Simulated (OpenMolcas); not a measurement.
**Pb+: thermal populations, the spin-orbit constant, worked from levels**

```
Program             : OpenMolcas 26.06
Basis               : ANO-RCC-VTZP [8s7p5d3f2g]
Scalar Hamiltonian  : DKH2, point nucleus
Active space        : 3 electrons in 9 orbitals (RAS2 6s 6p; RAS3 6d, at most 2 electrons)
State averaging     : 2S+1 = 4 odd, 1 root (0 in the spin-orbit step); 2S+1 = 2 odd, 3 roots; 2S+1 = 4 even, 3 roots; 2S+1 = 2 even, 9 roots
Spin-orbit coupling : state interaction with AMFI integrals over the reference wave functions, term energies averaged over their components
```

Methods: RASSCF; SS-RASPT2, IPEA 0.25 Eh, imaginary shift 0.1 Eh (closed shells correlated: 5d). Measured levels: NIST Handbook of Basic Atomic Spectroscopic Data.

**Thermal populations.** Z = Σ (2J + 1) exp(-E/kT) with k = 0.695035 cm-1/K, over the levels below. No other level of either list lies under 57900 cm-1, which is above 7 kT at each temperature.

```
         Level  2J + 1  SS-RASPT2  measured
6s2 6p 2P* 1/2       2        0.0       0.0
6s2 6p 2P* 3/2       4      12470     14081
```

```tsv
T (K)	Z, SS-RASPT2	Z, measured levels	Ground level (%), SS-RASPT2	Ground level (%), measured levels
8000	2.425	2.318	82.5	86.3
```

At 8000 K, kT = 5560 cm-1, and the computed levels give Z = 2.000 + 0.425 = 2.425.

**The spin-orbit constant.** For the Hund term 2P* of p1, E(J) = (A/2) J(J+1) + constant and ζ = 2S·A = A. From J = 1/2 to J = 3/2 the energy changes by 1.5 A.

```csv
Source,E(3/2) - E(1/2),A,ζ
RASSCF,12472.0,8314.7,8315
SS-RASPT2,12472.0,8314.7,8315
measured,14081.1,9387.4,9387
```

All in cm-1. SS-RASPT2 is off by -11.4 % and RASSCF by -11.4 %. Both methods take the spin-orbit matrix elements from the reference wave functions, so the second can move ζ only through the term energies and any multistate remixing.

Some high roots are left out of the spin-orbit mixing, which shifts the levels that they would mix with. Active for correlation alone: 6d; no level in the range computed is led by a configuration that fills it, so any true level of that kind is missing. Spin-orbit splittings of 6p shells tend to come out small when the coupling is added on scalar orbitals. Computed and measured levels are paired by configuration, term and J; levels that our copy of the source lacks, or whose pairing is in doubt (as where it misses far off the trend of its configuration), stay unpaired and out of the deviations. Only configurations of the active space appear.

* marks odd parity.
